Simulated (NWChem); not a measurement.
All runs are NWChem calculations. System: H$_{10}$Si$_{4}$, charge 1, spin multiplicity 2, at the geometry of a parent with another charge or spin, in a state set for the comparison that need not be this species' ground state. Its SCF solution wasn't tested for a lower state. Level: UPBE0/def2-SVP.

The NWChem input:

```
start mol
memory heap 200 mb stack 900 mb global 1100 mb
charge 1
geometry units angstroms nocenter noautoz noautosym
  Si    -0.005387     2.062437    -0.835087
  Si     0.055496     0.179527     0.567985
  Si     1.891589    -1.172329     0.003535
  Si    -1.934561    -1.046678     0.336344
  H      1.257989     2.853832    -0.711469
  H     -0.154020     1.615497    -2.255182
  H     -1.163237     2.942921    -0.486049
  H      0.194384     0.630134     1.992195
  H      3.171091    -0.410857     0.147437
  H      1.757203    -1.619668    -1.417831
  H      1.947063    -2.381019     0.883106
  H     -1.916716    -2.253455     1.220105
  H     -3.117967    -0.204025     0.692963
  H     -2.075706    -1.494756    -1.084163
end
basis spherical
  * library def2-svp
end
dft
  xc pbe0
  odft
  mult 2
  semidirect memsize 60000000 filesize 0
  iterations 100
end
task dft energy
```

Part of the output:

```
             Northwest Computational Chemistry Package (NWChem) 7.3.0
             --------------------------------------------------------

                                NWChem Input Module
                                -------------------

 Scaling coordinates for geometry "geometry" by  1.889725989
 (inverse scale =  0.529177249)

                             Geometry "geometry" -> ""
                             -------------------------

 Output coordinates in angstroms (scale by  1.889725989 to convert to a.u.)

  No.       Tag          Charge          X              Y              Z
 ---- ---------------- ---------- -------------- -------------- --------------
    1 Si                  14.0000    -0.00538700     2.06243700    -0.83508700
    2 Si                  14.0000     0.05549600     0.17952700     0.56798500
    3 Si                  14.0000     1.89158900    -1.17232900     0.00353500
    4 Si                  14.0000    -1.93456100    -1.04667800     0.33634400
    5 H                    1.0000     1.25798900     2.85383200    -0.71146900
    6 H                    1.0000    -0.15402000     1.61549700    -2.25518200
    7 H                    1.0000    -1.16323700     2.94292100    -0.48604900
    8 H                    1.0000     0.19438400     0.63013400     1.99219500
    9 H                    1.0000     3.17109100    -0.41085700     0.14743700
   10 H                    1.0000     1.75720300    -1.61966800    -1.41783100
   11 H                    1.0000     1.94706300    -2.38101900     0.88310600
   12 H                    1.0000    -1.91671600    -2.25345500     1.22010500
   13 H                    1.0000    -3.11796700    -0.20402500     0.69296300
   14 H                    1.0000    -2.07570600    -1.49475600    -1.08416300

 Effective nuclear repulsion energy (a.u.)     327.1031644222

            Nuclear Dipole moment (a.u.)
            ----------------------------
        X                 Y               Z
 ---------------- ---------------- ----------------
     0.0000037795     0.0000037795    -0.0000188973


 Summary of "ao basis" -> "" (spherical)
 ------------------------------------------------------------------------------
       Tag                 Description            Shells   Functions and Types
 ---------------- ------------------------------  ------  ---------------------
 *                          def2-svp                  on all atoms

                                 NWChem DFT Module
                                 -----------------

 Summary of "ao basis" -> "ao basis" (spherical)
 ------------------------------------------------------------------------------
       Tag                 Description            Shells   Functions and Types
 ---------------- ------------------------------  ------  ---------------------
 Si                         def2-svp                 8       18   4s3p1d
 H                          def2-svp                 3        5   2s1p

 Summary of "ao basis" -> "ao basis" (spherical)
 ------------------------------------------------------------------------------
       Tag                 Description            Shells   Functions and Types
 ---------------- ------------------------------  ------  ---------------------
 Si                         def2-svp                 8       18   4s3p1d
 H                          def2-svp                 3        5   2s1p

            General Information
            -------------------
          SCF calculation type: DFT
          Wavefunction type:  spin polarized.
[...]
    27     -0.143665   2 Si py              113      0.141499  13 H  s

 Vector   33  Occ=0.000000D+00  E=-4.215076D-01
              MO Center= -2.7D-01,  2.8D-01,  1.4D-01, r^2= 5.2D+00
   Bfn.  Coefficient  Atom+Function         Bfn.  Coefficient  Atom+Function
  ----- ------------  ---------------      ----- ------------  ---------------
    27      0.251717   2 Si py               30      0.247430   2 Si py
     9     -0.198844   1 Si py               62     -0.178344   4 Si px
    12     -0.171956   1 Si py               65     -0.142131   4 Si px
    10      0.141273   1 Si pz               63     -0.137707   4 Si py
   108      0.136282  12 H  s                24     -0.135129   2 Si py

 Vector   34  Occ=0.000000D+00  E=-1.812631D-01
              MO Center= -3.8D-01,  3.4D-01,  1.9D-01, r^2= 5.9D+00
   Bfn.  Coefficient  Atom+Function         Bfn.  Coefficient  Atom+Function
  ----- ------------  ---------------      ----- ------------  ---------------
    31      0.689606   2 Si pz               89     -0.534106   8 H  s
    74     -0.451687   5 H  s               109     -0.439951  12 H  s
    13      0.421603   1 Si pz               67      0.378058   4 Si pz
    65      0.373736   4 Si px               11      0.339092   1 Si px
    58      0.336163   4 Si s                22     -0.334192   2 Si s

 Vector   35  Occ=0.000000D+00  E=-1.773633D-01
              MO Center=  4.5D-02,  1.8D-01,  1.1D-01, r^2= 6.2D+00
   Bfn.  Coefficient  Atom+Function         Bfn.  Coefficient  Atom+Function
  ----- ------------  ---------------      ----- ------------  ---------------
    11      0.509463   1 Si px               40     -0.431599   3 Si s
    89      0.432764   8 H  s                84      0.427374   7 H  s
    31     -0.423075   2 Si pz               29      0.370065   2 Si px
    49     -0.365909   3 Si pz               74     -0.349605   5 H  s
    39     -0.341199   3 Si s               109     -0.324911  12 H  s

   alpha - beta orbital overlaps
   -----------------------------

   alpha      1      2      3      4      5      6      7      8      9     10
    beta      1      2      3      4      5      6      7      8      9     10
 overlap   1.000  1.000  1.000  1.000  1.000  1.000  1.000  1.000  0.999  0.999

   alpha     11     12     13     14     15     16     17     18     19     20
    beta     11     12     13     14     15     16     17     18     19     20
 overlap   0.999  0.998  0.996  0.997  0.998  0.998  1.000  0.997  0.993  0.995

   alpha     21     22     23     24     25     26     27     28     29     30
    beta     21     22     23     24     25     26     27     28     30     29
 overlap   0.996  0.996  0.998  0.994  0.963  0.965  0.965  0.976  0.814  0.947

   alpha     31     32     33     34     35     36     37     38     39     40
    beta     31     33     32     34     36     35     38     37     39     40
 overlap   0.749  0.672  0.984  0.952  0.801  0.766  0.703  0.713  0.996  0.796

   alpha     41     42     43     44     45     46     47     48     49     50
    beta     41     42     44     43     45     46     48     47     49     50
 overlap   0.788  0.990  0.930  0.939  0.990  0.999  0.947  0.939  0.982  0.995

   alpha     51     52     53     54     55     56     57     58     59     60
    beta     52     51     53     54     55     56     57     58     59     60
 overlap   0.983  0.990  0.958  0.969  0.894  0.897  0.986  0.977  0.756  0.764

   alpha     61     62     63     64     65     66     67     68     69     70
    beta     61     62     63     64     65     66     67     68     69     70
 overlap   0.970  0.995  0.998  0.994  0.997  0.995  0.990  0.994  0.995  0.892

   alpha     71     72     73     74     75     76     77     78     79     80
    beta     71     72     73     74     75     78     76     79     77     80
 overlap   0.894  0.998  0.993  0.996  0.981  0.671  0.846  0.796  0.623  0.999

   alpha     81     82     83     84     85     86     87     88     89     90
    beta     81     82     83     84     85     86     87     88     89     90
 overlap   0.999  0.999  0.999  0.986  0.931  0.932  0.999  0.997  0.984  0.978

   alpha     91     92     93     94     95     96     97     98     99    100
    beta     91     92     93     94     95     96     97     98     99    100
 overlap   0.998  0.993  1.000  1.000  1.000  0.994  0.994  0.955  0.946  0.987

   alpha    101    102    103    104    105    106    107    108    109    110
    beta    101    102    103    104    105    106    107    108    109    110
 overlap   0.999  1.000  1.000  0.999  1.000  0.999  0.997  0.995  0.997  0.999

   alpha    111    112    113    114    115    116    117    118    119    120
    beta    111    112    113    114    115    116    117    118    119    120
 overlap   0.998  0.999  1.000  1.000  1.000  1.000  0.999  0.983  0.977  0.968

   alpha    121    122
    beta    121    122
 overlap   0.999  0.999

     --------------------------
     Expectation value of S2:
     --------------------------
      <S2> =      0.7567 (Exact =     0.7500)

 center of mass
 --------------
 x =   0.00153323 y =   0.00493175 z =   0.01563411

 moments of inertia (a.u.)
 ------------------
         973.044516959805          21.838466589254          68.475485694546
          21.838466589254        1037.020875847644         222.621853045680
          68.475485694546         222.621853045680        1670.319360341891

     Multipole analysis of the density
     ---------------------------------

     L   x y z        total         alpha         beta         nuclear
     -   - - -        -----         -----         ----         -------
     0   0 0 0      1.000000    -33.000000    -32.000000     66.000000

     1   1 0 0     -0.330454      0.078572     -0.409030      0.000004
     1   0 1 0      0.309658     -0.105983      0.415637      0.000004
     1   0 0 1      0.065996     -0.121073      0.187088     -0.000019

     2   2 0 0    -32.742840   -269.718555   -263.574259    500.549975
     2   1 1 0      1.810595      5.548956      8.404484    -12.142845
     2   1 0 1     -0.968334     19.163531     17.935268    -38.067133
     2   0 2 0    -30.639467   -252.915546   -242.705532    464.981611
     2   0 1 1     -3.538910     61.668221     58.556335   -123.763467
     2   0 0 2    -39.206797    -77.323984    -74.788722    112.905908

 Task  times  cpu:       13.1s     wall:       13.1s

 Total times  cpu:       13.1s     wall:       13.1s
```
